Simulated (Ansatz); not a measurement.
CH9NOSi2 (`CO[SiH2][SiH2]N`), relaxed with RKS PBE-D4/def2-SVP in Ansatz from a rough embedded geometry. The force threshold is 0.03 eV/Å; the program also tests the step.

The species carries charge 0 and has multiplicity 1.

Start:

```xyz
14

C    -0.459    2.118   -0.382
O     0.789    1.636   -0.627
Si    0.899    0.054   -1.084
Si    0.569   -1.468    0.594
N    -1.015   -1.348    1.362
H    -0.391    3.245   -0.141
H    -1.144    2.077   -1.262
H    -0.959    1.679    0.461
H     2.310   -0.145   -1.688
H    -0.058   -0.201   -2.181
H     0.674   -2.834    0.217
H     1.530   -1.223    1.752
H    -1.060   -1.872    2.229
H    -1.683   -1.718    0.749
```

| step | energy (eV) | largest force (eV/Å) | largest move (Å) |
| --- | --- | --- | --- |
| 1 | -20454.1916 | 3.101 | 0.000 |
| 2 | -20454.6626 | 1.195 | 0.191 |
| 3 | -20454.7233 | 0.436 | 0.150 |
| 4 | -20454.7398 | 0.282 | 0.123 |
| 5 | -20454.7506 | 0.135 | 0.075 |
| 6 | -20454.7546 | 0.115 | 0.039 |
| 7 | -20454.7568 | 0.078 | 0.037 |
| 8 | -20454.7578 | 0.044 | 0.037 |
| 9 | -20454.7584 | 0.027 | 0.021 |
| 10 | -20454.7589 | 0.043 | 0.036 |
| 11 | -20454.7590 | 0.064 | 0.029 |
| 12 | -20454.7593 | 0.038 | 0.005 |
| 13 | -20454.7594 | 0.014 | 0.013 |

End:

```xyz
14

C    -0.501    2.058   -0.254
O     0.723    1.567   -0.773
Si    0.927   -0.049   -1.213
Si    0.623   -1.465    0.652
N    -1.020   -1.205    1.232
H    -0.328    3.079    0.145
H    -1.283    2.131   -1.047
H    -0.901    1.418    0.566
H     2.322   -0.151   -1.760
H    -0.049   -0.438   -2.307
H     0.998   -2.892    0.284
H     1.542   -1.063    1.775
H    -1.273   -1.617    2.136
H    -1.779   -1.372    0.565
```

Hardware: 4 threads of an Intel Xeon Platinum 8488C on a shared host. Wall time 15 s, peak host memory 0.19 GiB.
